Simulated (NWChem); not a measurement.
All runs are NWChem calculations. System: Ga, charge 0, spin multiplicity 2. Its SCF solution wasn't tested for a lower state. Level: UMP2/def2-TZVP, 9 core orbitals frozen.

Input file:

```
start mol
memory heap 200 mb stack 900 mb global 1100 mb
geometry units angstroms nocenter noautoz
  Ga     0.000000     0.000000     0.000000
  symmetry group D2h
end
basis spherical
  * library def2-tzvp
end
scf
  uhf
  nopen 1
  maxiter 100
  thresh 1e-7
  semidirect memsize 60000000 filesize 0
  # guess.movecs holds the orbitals of an unrestricted PBE0 run
  vectors input guess.movecs output mol.movecs
end
mp2
  freeze core 9
end
task mp2 energy
```

Part of the output:

```
             Northwest Computational Chemistry Package (NWChem) 7.3.0
             --------------------------------------------------------

                                NWChem Input Module
                                -------------------

 Scaling coordinates for geometry "geometry" by  1.889725989
 (inverse scale =  0.529177249)

                             Geometry "geometry" -> ""
                             -------------------------

 Output coordinates in angstroms (scale by  1.889725989 to convert to a.u.)

  No.       Tag          Charge          X              Y              Z
 ---- ---------------- ---------- -------------- -------------- --------------
    1 Ga                  31.0000     0.00000000     0.00000000     0.00000000

 Effective nuclear repulsion energy (a.u.)       0.0000000000

            Nuclear Dipole moment (a.u.)
            ----------------------------
        X                 Y               Z
 ---------------- ---------------- ----------------
     0.0000000000     0.0000000000     0.0000000000

      Symmetry information
      --------------------

 Group name             D2h
 Group number             26
 Group order               8
 No. of unique centers     1

      Symmetry unique atoms

     1


 Summary of "ao basis" -> "" (spherical)
 ------------------------------------------------------------------------------
       Tag                 Description            Shells   Functions and Types
 ---------------- ------------------------------  ------  ---------------------
 *                         def2-tzvp                  on all atoms

 Summary of "ao basis" -> "ao basis" (spherical)
 ------------------------------------------------------------------------------
       Tag                 Description            Shells   Functions and Types
 ---------------- ------------------------------  ------  ---------------------
 Ga                        def2-tzvp                16       48   6s5p4d1f

                                 NWChem SCF Module
                                 -----------------

  ao basis        = "ao basis"
  functions       =    48
  atoms           =     1
  alpha electrons =    16
  beta  electrons =    15
  charge          =   0.00
  wavefunction    = UHF
  use symmetry    = T
  symmetry adapt  = T

 Summary of "ao basis" -> "ao basis" (spherical)
 ------------------------------------------------------------------------------
       Tag                 Description            Shells   Functions and Types
 ---------------- ------------------------------  ------  ---------------------
 Ga                        def2-tzvp                16       48   6s5p4d1f

      Symmetry analysis of basis
      --------------------------

        ag         14
        au          1
        b1g         4
        b1u         7
        b2g         4
        b2u         7
        b3g         4
        b3u         7

 Forming initial guess at       0.0s

   Symmetry analysis of molecular orbitals - initial alpha
   -------------------------------------------------------

  Numbering of irreducible representations:

     1 ag          2 au          3 b1g         4 b1u         5 b2g
     6 b2u         7 b3g         8 b3u

  Orbital symmetries:

     1 ag          2 ag          3 b1u         4 b3u         5 b2u
     6 ag          7 b3u         8 b1u         9 b2u        10 b2g
    11 ag         12 b1g        13 b3g        14 ag         15 ag
    16 b2u        17 b1u        18 b3u        19 ag         20 b1g
    21 b3g        22 ag         23 b2g        24 ag         25 b2u
    26 b3u

   Symmetry analysis of molecular orbitals - initial beta
   ------------------------------------------------------

  Numbering of irreducible representations:

     1 ag          2 au          3 b1g         4 b1u         5 b2g
     6 b2u         7 b3g         8 b3u

  Orbital symmetries:

     1 ag          2 ag          3 b1u         4 b3u         5 b2u
     6 ag          7 b3u         8 b1u         9 b2u        10 b2g
    11 ag         12 b1g        13 b3g        14 ag         15 ag
    16 b1u        17 b3u        18 b2u        19 ag         20 b2g
    21 ag         22 b1g        23 b3g        24 ag         25 b3u
    26 b1u

 Starting SCF solution at       0.1s

 ----------------------------------------------
         Quadratically convergent UHF

 Convergence threshold     :          1.000E-07
 Maximum no. of iterations :          100
 Integral*density screening:          1.000E-09
 ----------------------------------------------

              iter       energy          gnorm     gmax       time
             ----- ------------------- --------- --------- --------
                 1    -1923.2122044586  5.38D-01  2.55D-01      0.5
                 2    -1923.2217762334  2.05D-01  5.18D-02      0.6
                 3    -1923.2234883000  2.92D-03  1.29D-03      0.6
                 4    -1923.2234912074  2.42D-06  5.73D-07      0.6
                 5    -1923.2234912074  1.98D-09  8.42D-10      0.6

       Final UHF  results
       ------------------

         Total SCF energy =  -1923.223491207400
      One electron energy =  -2684.893489506676
      Two electron energy =    761.669998299276
 Nuclear repulsion energy =      0.000000000000

                       Sz =      0.5000
                 Sz(Sz+1) =      0.7500
                      S^2 =      0.7630

        Time for solution =      0.6s

       Symmetry analysis of molecular orbitals - alpha
       -----------------------------------------------

  Numbering of irreducible representations:

     1 ag          2 au          3 b1g         4 b1u         5 b2g
[...]
              MO Center= -7.6D-19, -2.7D-24,  2.4D-19, r^2= 4.5D+00
   Bfn.  Coefficient  Atom+Function         Bfn.  Coefficient  Atom+Function
  ----- ------------  ---------------      ----- ------------  ---------------
    21      0.824918  1 Ga pz                18      0.262335  1 Ga pz

 Vector   18  Occ=0.000000D+00  E= 2.909380D-02  Symmetry=b3u
              MO Center= -5.7D-19, -4.2D-25,  3.0D-22, r^2= 4.5D+00
   Bfn.  Coefficient  Atom+Function         Bfn.  Coefficient  Atom+Function
  ----- ------------  ---------------      ----- ------------  ---------------
    19      0.824918  1 Ga px                16      0.262335  1 Ga px

 Vector   19  Occ=0.000000D+00  E= 2.741348D-01  Symmetry=ag
              MO Center= -3.4D-16,  4.3D-15,  1.9D-15, r^2= 4.8D+00
   Bfn.  Coefficient  Atom+Function         Bfn.  Coefficient  Atom+Function
  ----- ------------  ---------------      ----- ------------  ---------------
    41      0.989860  1 Ga d  2              39      0.571496  1 Ga d  0
    36     -0.294675  1 Ga d  2              34     -0.170131  1 Ga d  0

                     UHF Final Beta Molecular Orbital Analysis
                     -----------------------------------------

 Vector   13  Occ=1.000000D+00  E=-1.187352D+00  Symmetry=b3g
              MO Center=  2.9D-18, -2.4D-18,  1.3D-16, r^2= 2.2D-01
   Bfn.  Coefficient  Atom+Function         Bfn.  Coefficient  Atom+Function
  ----- ------------  ---------------      ----- ------------  ---------------
    23      0.907082  1 Ga d -1              28      0.206619  1 Ga d -1

 Vector   14  Occ=1.000000D+00  E=-1.184774D+00  Symmetry=ag
              MO Center= -1.1D-17, -6.2D-17,  3.6D-16, r^2= 2.2D-01
   Bfn.  Coefficient  Atom+Function         Bfn.  Coefficient  Atom+Function
  ----- ------------  ---------------      ----- ------------  ---------------
    26      0.786059  1 Ga d  2              24      0.453831  1 Ga d  0
    31      0.178074  1 Ga d  2

 Vector   15  Occ=1.000000D+00  E=-3.932117D-01  Symmetry=ag
              MO Center= -2.3D-17,  2.4D-15, -2.2D-16, r^2= 2.0D+00
   Bfn.  Coefficient  Atom+Function         Bfn.  Coefficient  Atom+Function
  ----- ------------  ---------------      ----- ------------  ---------------
     5      0.637497  1 Ga s                  6      0.527057  1 Ga s
     4     -0.299020  1 Ga s                  3     -0.211228  1 Ga s

 Vector   16  Occ=0.000000D+00  E= 3.925415D-02  Symmetry=b3u
              MO Center=  2.0D-16, -2.6D-16,  9.1D-16, r^2= 4.5D+00
   Bfn.  Coefficient  Atom+Function         Bfn.  Coefficient  Atom+Function
  ----- ------------  ---------------      ----- ------------  ---------------
    19      0.828918  1 Ga px                16      0.256495  1 Ga px

 Vector   17  Occ=0.000000D+00  E= 3.925415D-02  Symmetry=b1u
              MO Center= -4.2D-15,  1.7D-15,  1.6D-15, r^2= 4.5D+00
   Bfn.  Coefficient  Atom+Function         Bfn.  Coefficient  Atom+Function
  ----- ------------  ---------------      ----- ------------  ---------------
    21      0.828918  1 Ga pz                18      0.256495  1 Ga pz

 Vector   18  Occ=0.000000D+00  E= 7.721679D-02  Symmetry=b2u
              MO Center= -8.9D-18, -2.1D-15, -4.4D-18, r^2= 4.7D+00
   Bfn.  Coefficient  Atom+Function         Bfn.  Coefficient  Atom+Function
  ----- ------------  ---------------      ----- ------------  ---------------
    20      0.861626  1 Ga py                17      0.210733  1 Ga py

 center of mass
 --------------
 x =   0.00000000 y =   0.00000000 z =   0.00000000

 moments of inertia (a.u.)
 ------------------
           0.000000000000           0.000000000000           0.000000000000
           0.000000000000           0.000000000000           0.000000000000
           0.000000000000           0.000000000000           0.000000000000

  Mulliken analysis of the total density
  --------------------------------------

    Atom       Charge   Shell Charges
 -----------   ------   -------------------------------------------------------
    1 Ga  31    31.00   2.00  2.00  1.18  0.78  1.04  1.00  5.98  4.43  1.56  0.40  0.62  8.89  1.13 -0.03  0.03  0.00

  Mulliken analysis of the alpha density
  --------------------------------------

    Atom       Charge   Shell Charges
 -----------   ------   -------------------------------------------------------
    1 Ga  31    16.00   1.00  1.00  0.59  0.39  0.50  0.51  2.99  2.22  0.78  0.39  0.63  4.44  0.57 -0.01  0.02  0.00

   Mulliken analysis of the beta density
   -------------------------------------

    Atom       Charge   Shell Charges
 -----------   ------   -------------------------------------------------------
    1 Ga  31    15.00   1.00  1.00  0.59  0.39  0.53  0.48  2.99  2.21  0.79  0.02 -0.00  4.45  0.56 -0.02  0.01  0.00

   Mulliken analysis of the spin density
   -------------------------------------

    Atom       Charge   Shell Charges
 -----------   ------   -------------------------------------------------------
    1 Ga  31     1.00  -0.00 -0.00 -0.00  0.00 -0.03  0.03  0.00  0.01 -0.01  0.37  0.63 -0.01  0.01  0.01  0.00  0.00

       Multipole analysis of the density wrt the origin
       ------------------------------------------------

     L   x y z        total         alpha         beta         nuclear
     -   - - -        -----         -----         ----         -------
     0   0 0 0     -0.000000    -16.000000    -15.000000     31.000000

     1   1 0 0      0.000000      0.000000      0.000000      0.000000
     1   0 1 0     -0.000000     -0.000000     -0.000000      0.000000
     1   0 0 1     -0.000000     -0.000000     -0.000000      0.000000

     2   2 0 0    -11.617610     -7.018855     -4.598756      0.000000
     2   1 1 0      0.000000      0.000000      0.000000      0.000000
     2   1 0 1      0.000000      0.000000     -0.000000      0.000000
     2   0 2 0    -17.072860    -12.842338     -4.230522      0.000000
     2   0 1 1      0.000000      0.000000     -0.000000      0.000000
     2   0 0 2    -11.617610     -7.018855     -4.598756      0.000000

                   NWChem MP2 Semi-direct Energy/Gradient Module
                   ---------------------------------------------

  Basis functions       =     48
  Molecular orbitals    =     48
  Frozen core           =      9
  Frozen virtuals       =      0
  Active alpha occupied =      7
  Active beta occupied  =      6
  Active alpha virtual  =     32
  Active beta virtual   =     33
  Use MO symmetry       = T
  Use skeleton AO sym   = T

  AO/Fock/Back tols     =   1.0D-09  1.0D-09  1.0D-09

 GA uses MA = F    GA memory limited = T

 Available:
  local mem=  1.26D+08
 global mem=  1.44D+08
 local disk=  0.00D+00
  mp2_memr nvloc                    32
  nvloc new                    32
   1 passes of   7:        3145728                      15895                    899647.
   1 passes of   7: M    126152330           G      144174592           F     123006602.

 Semi-direct pass number   1 of   1  for UHF alpha       at        0.7s
  vrange nnbf                  1176
  mp2_eaftype                    10  avail_ma_in_mb                  1099
 EAF : mp2_eaftype filesize          10     449823.
  mp2_eaf for mointskh                     10
Node 0 wrote      2.1 Mb in      0.0 s     Agg I/O rate:  1285.2 Mb/s
 Done moints_semi at        1.6s
  mp2_eaftype                    10  avail_ma_in_mb                  1089
 EAF : mp2_eaftype filesize          10     449823.
  mp2_eaf for kh                    10
 Done maket at        1.6s
 Done multipass loop at        1.6s

 GA uses MA = F    GA memory limited = T

 Available:
  local mem=  1.26D+08
 global mem=  1.44D+08
 local disk=  0.00D+00
  mp2_memr nvloc                    33
  nvloc new                    33
   1 passes of   6:        3145728                      14596                    795688.
   1 passes of   6: M    126152330           G      144174592           F     123006602.

 Semi-direct pass number   1 of   1  for UHF beta        at        1.7s
  vrange nnbf                  1176
  mp2_eaftype                    10  avail_ma_in_mb                  1099
 EAF : mp2_eaftype filesize          10     397844.
  mp2_eaf for mointskh                     10
Node 0 wrote      1.9 Mb in      0.0 s     Agg I/O rate:  1182.4 Mb/s
 Done moints_semi at        2.7s
  mp2_eaftype                    10  avail_ma_in_mb                  1089
 EAF : mp2_eaftype filesize          10     397844.
  mp2_eaf for kh                    10
 Done maket at        2.7s
 Done multipass loop at        2.7s

          -------------------------------------------
          SCF energy               -1923.223491207400
          Correlation energy          -0.177062550879
          Singlet pairs                0.000000000000
          Triplet pairs                0.000000000000
          Total MP2 energy         -1923.400553758279
          -------------------------------------------

          ---------------------------------------------------
                    Spin Component Scaled (SCS) MP2
          Same spin pairs                     -0.054701182339
          Same spin scaling factor             0.333333333333
          Opposite spin pairs                 -0.122361368540
          Opposite spin scaling fact.          1.200000000000
          SCS-MP2 correlation energy          -0.165067369694
          Total SCS-MP2 energy             -1923.388558577094
          ---------------------------------------------------

 -----------------------
 Performance information
 -----------------------

 Timer overhead =  9.62D-08 seconds/call

               Nr. of calls         CPU time (s)                 Wall time (s)                GFlops
             ---------------    -------------------     ------------------------------   -------------------
Name         Min   Avg   Max    Min     Avg     Max     Min     Avg     Max   Mx/calls   Min     Max     Sum
mp2: moin     2     2     2    2.0     2.0     2.0      2.0     2.0     2.0    0.99      0.0     0.0     0.0
mp2: make     2     2     2   1.72E-2 1.72E-2 1.72E-2  1.72E-2 1.72E-2 1.72E-2 8.58E-3   0.0     0.0     0.0
mp2: tota     1     1     1    2.1     2.1     2.1      2.1     2.1     2.1     2.1      0.0     0.0     0.0

 The average no. of pstat calls per process was 5.00D+00
 with a timing overhead of 4.81D-07s

 Task  times  cpu:        2.7s     wall:        2.7s

 Total times  cpu:        2.7s     wall:        2.7s
```
